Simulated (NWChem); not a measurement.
Species: CHAlFNO; SMILES C(=[N][AlH][F])=O

```xyz
6

Al     0.5237     1.1706    -0.0021
F     -0.7844     2.2129     0.0006
H      1.9908     1.7388    -0.0039
N      0.1787    -0.5721     0.0006
C     -0.0979    -1.7545     0.0005
O     -0.3577    -2.9062     0.0002
```
Atoms are numbered in this order, from 1.

Computed with NWChem. Pople sets run with spherical d functions. Geometry: optimised at PBE-D3(BJ)/def2-SVP. B3LYP is NWChem's, with the RPA form of VWN correlation. Atomic charges in e: unrestrained fits to the electrostatic potential beside Mulliken populations; buried atoms are poorly determined by the fit.

For level Hartree-Fock/6-31G*:

- ESP Al1: 1.28
- Mulliken Al1: 1.16
- Mulliken F2: -0.60
- ESP N4: -0.85
- Mulliken N4: -0.73
- ESP C5: 0.87
- Mulliken C5: 0.81
- Mulliken O6: -0.50

Task: How do the values read with level B3LYP/def2-SVP instead?

Result: 
- ESP Al1 = 1.12
- Mulliken Al1 = 0.86
- Mulliken F2 = -0.39
- ESP N4 = -0.71
- Mulliken N4 = -0.25
- ESP C5 = 0.70
- Mulliken C5 = 0.07
- Mulliken O6 = -0.13
